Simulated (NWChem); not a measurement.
# GaP$_{2}$H$_{5}$; SMILES [PH2][GaH][PH2]

```xyz
8

Ga    -0.5648    -0.0158     0.0000
H     -2.1390    -0.2032     0.0000
P      0.5732    -0.0914    -2.0475
H     -0.3144     0.8173    -2.6928
H      1.5397     0.8994    -1.7124
P      0.5732    -0.0914     2.0475
H      1.5397     0.8994     1.7124
H     -0.3144     0.8173     2.6928
```
Atoms are numbered in this order, from 1.

Computed with NWChem. Geometry: optimised at B3LYP/6-31G* (spherical d).

For level BP86/def2-SVP:

```yaml
dipole (D): 1.49
```

Task: Estimate the same quantities for level LDA (Slater exchange, PW92)/def2-SVP.

Result: The dipole (D) comes out as 1.59.
